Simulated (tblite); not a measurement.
Start geometry of `Oc1cccc(CC)[c]1` [radical] from a force field or distance geometry (Å):
```
atom  x, y, z in Å
C1     2.6092    0.3123   -0.3717
C2     1.6902   -0.0461    0.7857
C3     0.2607   -0.1378    0.3840
C4    -0.5781    0.9899    0.5138
C5    -1.9104    0.9160    0.1308
O6    -2.7343    1.9990    0.2572
C7    -2.4342   -0.2424   -0.4267
C8    -1.6079   -1.3579   -0.5697
C9    -0.2704   -1.3111   -0.1751
H10    2.5375   -0.4325   -1.1656
H11    3.6387    0.3713   -0.0394
H12    2.3222    1.2828   -0.7956
H13    1.8022    0.6929    1.6055
H14    2.0136   -1.0109    1.2210
H15   -2.2065    2.7255    0.6561
H16   -3.4784   -0.2804   -0.7181
H17   -2.0158   -2.2731   -1.0001
H18    0.3530   -2.1912   -0.3041
```

Task: What comes out of this run: GFN2-xTB geometry optimisation, gas phase (tblite 0.8.0)?

Result: 
```
atom  x, y, z in Å
C1     2.5833    0.3100   -0.3795
C2     1.7034   -0.0649    0.8136
C3     0.2593   -0.1350    0.4028
C4    -0.5917    0.9247    0.5122
C5    -1.9069    0.9359    0.1262
O6    -2.7361    2.0079    0.2520
C7    -2.4097   -0.2446   -0.4314
C8    -1.5858   -1.3446   -0.5671
C9    -0.2658   -1.3040   -0.1601
H10    2.4865   -0.4295   -1.1712
H11    3.6270    0.3634   -0.0781
H12    2.2872    1.2773   -0.7787
H13    1.8247    0.6808    1.6009
H14    2.0173   -1.0341    1.2063
H15   -2.2500    2.7410    0.6475
H16   -3.4426   -0.2584   -0.7434
H17   -1.9835   -2.2517   -0.9990
H18    0.3748   -2.1679   -0.2647
```

The energy falls by 3.5 kcal/mol over 39 L-BFGS steps, the largest force on an atom goes from 2.60 to 0.009 eV/Å, and the atoms move by 0.037 Å rms after alignment. The bond that changes most is C3–C4 (ends: carbon bonded to 3 C; carbon bonded to 2 C), which shortens by 0.048 Å. Bonds longer at the end by more than 0.005 Å: 3 of 18; shorter: 12. Among the angles that change most is C3–C4–C5, from 120.2° to 125.6°. Rotational constants go from 3057, 1154, 896.7 to 3091, 1158, 904.5 MHz. The orientation of the end geometry is arbitrary; only internal coordinates are fixed.

Its GFN2-xTB frequencies are all real (lowest 32 cm⁻¹).

One conformer stands for the species.

The numbers are calculated, not measured.
